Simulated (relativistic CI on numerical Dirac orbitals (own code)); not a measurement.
Ca V: sensitivity of the levels to the model

Base calculation: Dirac-Coulomb-Breit CI, KLI orbitals optimised for each configuration, model QED (radiative potential, 1s self-energy scaled to tabulated hydrogen-like ionisation energies), valence Slater integrals scaled by 0.85, P86 correlation energy added to each configuration.

Configuration list (outside the closed core [Ne]): 3s2.3p4, 3s.3p5, 3s2.3p3.3d, 3p6, 3s.3p4.3d, 3s2.3p3.4s, 3s2.3p3.4p, 3s2.3p3.4d, 3p5.3d, 3s.3p3.3d2, 3s2.3p3.4f, 3s2.3p3.5s, 3s2.3p3.5p, 3s.3p4.4s, 3s2.3p2.3d2, 3s2.3p.3d3, 3s.3p2.3d3, 3s2.3p.3d2.4s, 3s2.3p.3d2.4p, 3s2.3p.3d2.4d. Double excitations out of closed p, d and f shells are left out; levels of such configurations are missing from the list, as are those of other unlisted configurations, and high levels can miss mixing partners. These lack a partner that the ground configuration has and come out too high: 3s2.3p3.4f, 3s2.3p3.5s, 3s2.3p3.5p, 3s.3p4.4s.

The lowest level and the first level of each name with at least 55 % of one term (blank where a level has no safe partner in the second run):

| Level | Base (cm⁻¹) | Shift (cm⁻¹) |
| --- | --- | --- |
| 3s2.3p4 3P_2 | 0.0 | 0.0 |
| 3s2.3p4 3P_1 | 2390.8 | -6.4 |
| 3s2.3p4 3P_0 | 3233.4 | -7.8 |
| 3s2.3p4 1D_2 | 18341.3 | -4.3 |
| 3s2.3p4 1S_0 | 40267.7 | -0.7 |
| 3s.3p5 3P°_2 | 159981.0 | +125.7 |
| 3s.3p5 3P°_1 | 162060.7 | +120.4 |
| 3s.3p5 3P°_0 | 163195.3 | +117.4 |
| 3s2.3p3.3d 5D°_0 | 214235.8 | -7.2 |
| 3s2.3p3.3d 5D°_1 | 214249.3 | -7.3 |
| 3s2.3p3.3d 5D°_2 | 214273.5 | -7.5 |
| 3s2.3p3.3d 5D°_3 | 214310.1 | -7.9 |
| 3s2.3p3.3d 5D°_4 | 214375.5 | -8.4 |
| 3s2.3p3.3d 3D°_2 | 230047.4 | -6.3 |
| 3s2.3p3.3d 3D°_3 | 230092.8 | -7.1 |
| 3s2.3p3.3d 3D°_1 | 230403.6 | -7.9 |
| 3s2.3p3.3d 3F°_2 | 235887.3 | -5.2 |
| 3s2.3p3.3d 1S°_0 | 236060.5 | -6.6 |
| 3s2.3p3.3d 3F°_3 | 236612.9 | -7.3 |
| 3s2.3p3.3d 3F°_4 | 237506.2 | -9.9 |
| 3s2.3p3.3d 3G°_3 | 250258.7 | -7.5 |
| 3s2.3p3.3d 3G°_4 | 250389.9 | -8.3 |

At this charge configurations can still be misplaced by up to about 7 % of their energy. 16 of the 22 excited levels that our extract of the measured tables holds in this range could be paired (the sources list more); they are missed by 8147 cm⁻¹ on average and 16489 at most, and levels without a partner can miss by more.

(1) One thing was changed in a second run, which moved the levels as shown. Which?
A. QED terms removed
B. no correlation estimate
C. configuration mixing switched off
D. valence Slater integrals scaled by 0.75
E. Breit term removed

## Answers

(1) A. QED terms removed. QED shifts follow the density of s (and p1/2) electrons at the nucleus, so configurations move by their count of such electrons; where none moves, the smaller shifts of p3/2 electrons and of j = l + 1/2 against j = l − 1/2 set the pattern.

LS names give the leading component of a level, which can be under half, so a name can repeat, a term be missing and a line seem to break the LS rules.
